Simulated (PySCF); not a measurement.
Atoms are numbered as in `[SiH3:1][SiH2:2][O:3][SiH2:4][c:5]1[cH:6][cH:7][n:8][cH:9][cH:10]1`. Each H is labelled by its parent atom.

Geometry: PBE0-D3(BJ)/def2-SVP; GIAO absolute shieldings from PySCF 2.14, gas phase, non-relativistic, averaged over equivalent atoms.

At PBE0/pcSseg-1 (246 basis functions):
| atoms | σ (ppm) |
| --- | --- |
| Si4 | 369.5 |
| Si2 | 374.1 |
| Si1 | 459.0 |
| O3 | 315.5 |
| C7/C9 | 27.7 |
| C5 | 36.8 |
| C6/C10 | 49.0 |
| N8 | -106.8 |
| H(C7)/H(C9) | 22.34 |
| H(C6)/H(C10) | 23.79 |
| H(Si4) | 25.92 |
| H(Si2) | 25.92 |
| H(Si1) | 28.78 |

Question: What do these become at HF/pcSseg-1?

Answer: 
```csv
atoms,σ at HF/pcSseg-1,change
Si4,419.7,+50.2
Si2,421.7,+47.6
Si1,486.7,+27.7
O3,332.4,+16.9
C7/C9,30.9,+3.2
C5,37.2,+0.4
C6/C10,55.6,+6.6
N8,-114.8,-8.0
H(C7)/H(C9),22.72,+0.38
H(C6)/H(C10),24.19,+0.40
H(Si4),26.81,+0.89
H(Si2),27.01,+1.09
H(Si1),29.53,+0.75
```

The largest change is at Si4 (silicon bonded to C, O, 2 H). Cost: 246 basis functions. The order of the carbon signals is the same at both levels.
